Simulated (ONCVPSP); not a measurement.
**How hard is this scandium (Sc) ONCV potential?**

* Element: Sc
* Generator: ONCVPSP 4.0.1
* Type: optimised norm-conserving Vanderbilt (ONCV)
* Functional: PBE
* Relativity: scalar-relativistic
* Frozen core: [Ne]
* Valence charge: 11
* Reference configuration: 3s2 3p6 3d1 4s2
* Partial waves: 3s+4s: rc 2.15 bohr, ncon 5, nbas 9, qcut 6.6 1/bohr, 2 projectors; 3p: rc 1.35 bohr, ncon 3, nbas 6, qcut 11.7 1/bohr, 2 projectors, debl 2.5 Ha; 3d: rc 2.60 bohr, ncon 4, nbas 8, qcut 6.9 1/bohr, 2 projectors, debl 0.8 Ha
* Local potential: polynomial inside 0.95 bohr (lpopt 1, dvloc0 0 Ha)
* Core correction: Teter function fitted to the true core (icmod 2), fcfact 0.3

Problem. For each optimised wave give the share of its norm inside rc, the residual kinetic energy above qcut (Ha) and the cutoffs (Ha) for errors of 10, 1, 0.1 and 0.01 mHa per electron.

Solution.

```csv
wave,norm inside rc,residual KE,10 mHa,1 mHa,0.1 mHa,0.01 mHa
3s,0.984,4.2e-07,4.8,11.4,15.7,18.5
4s,0.096,4.6e-07,3.6,7.4,14.5,18.1
3p,0.699,1.9e-08,12.7,32.0,42.9,51.0
p projector 2,0.059,7.9e-09,11.2,17.8,39.0,48.7
3d,0.797,9.4e-08,12.6,15.6,18.1,19.9
d projector 2,0.140,2.3e-07,12.7,16.1,18.8,21.1
```

The occupied waves need 32 Ha and 43 Ha for 1 and 0.1 mHa. 1 of 4 tests not solved or not reliable.
